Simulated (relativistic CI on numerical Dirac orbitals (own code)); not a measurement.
Transition arrays of Dy XXX

Calculated at this level of theory: Dirac-Coulomb-Breit CI, separate exchange-only KLI orbitals for each configuration, a model potential for QED, valence Slater integrals scaled by 0.9, whole transition arrays (own radial code, finite nucleus).

Configuration list (outside the closed core [Ar] 3d10 4s2): 4p6.4d, 4p6.4f, 4p5.4d2, 4p6.5p, 4p6.5f. Levels of other configurations are missing.

All E1 lines from the levels of 4p6.4d; mean and standard deviation are weighted by gf, and upper levels are sorted by their leading configuration.

```tsv
Upper configuration	Lines	Σgf	Mean (eV)	Mean (nm)	σ (eV)	Strongest line (nm)
4p6.4f	1	1.9	159.58	7.770	0.00	7.770
4p5.4d2	62	43.2	185.64	6.679	16.58	6.352
4p6.5p	3	1.0	371.89	3.334	5.60	3.304
4p6.5f	3	3.1	507.54	2.443	4.42	2.459
```

Σgf per state of the lower configuration in bins of 0.2 nm over the central range (centre: value): 2.5: 0.31, 3.3: 0.10, 6.3: 2.62, 6.5: 0.18, 6.7: 0.68, 7.5: 0.08, 7.7: 0.23, 7.9: 0.10, 8.1: 0.35, 8.3: 0.11.

How do configuration mixing and the scaling of the Slater integrals move the arrays?

Slater scale 0.9, no configuration mixing: 4p6.4f 162.4 ± 4.0 eV (Σgf 5.0), 4p5.4d2 181.3 ± 19.3 eV (Σgf 38.7), 4p6.5p 372.0 ± 5.6 eV (Σgf 1.1), 4p6.5f 507.6 ± 4.4 eV (Σgf 3.1); Slater scale 1: 4p6.4f 159.7 ± 0.0 eV (Σgf 1.8), 4p5.4d2 188.9 ± 16.3 eV (Σgf 44.1), 4p6.5p 371.9 ± 5.6 eV (Σgf 1.0), 4p6.5f 507.5 ± 4.4 eV (Σgf 3.1); Slater scale 0.8: 4p6.4f 159.5 ± 0.0 eV (Σgf 2.1), 4p5.4d2 182.3 ± 16.8 eV (Σgf 42.2), 4p6.5p 371.9 ± 5.6 eV (Σgf 1.0), 4p6.5f 507.5 ± 4.4 eV (Σgf 3.1). With mixing, levels are counted to their leading configuration, so an array can shrink or vanish into another, and the sums then hold other lines.
